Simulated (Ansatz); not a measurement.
ClFH2OSeTi, SMILES `[OH][Ti]([F])([Cl])[SeH]`. Charge 0, multiplicity 1. Correlated methods include outer-core shells of Se, Ti, which these sets cover unevenly. Scalar relativity is left out up to krypton.

```xyz
7

O    -0.227   -1.737   -0.044
Ti   -0.320    0.002    0.139
F    -1.451    0.749   -0.963
Cl   -0.843    0.570    2.194
Se    1.907    0.756   -0.400
H    -0.495   -2.488   -0.574
H     1.430    2.149   -0.352
```

Q: Give the diagnostics of a CCSD(T)/def2-TZVPP run (frozen core, Ansatz 0.2.0). (Best estimate.)

A: Ansatz gave: T1 = 0.0234, largest single amplitude 0.051, largest double 0.035, (T) share of the correlation energy 4.9 %, 15 CCSD cycles. The RHF solution is stable towards an unrestricted one. T1 lies over the customary mark of 0.02 for closed shells; compounds of d metals often pass it without a breakdown.
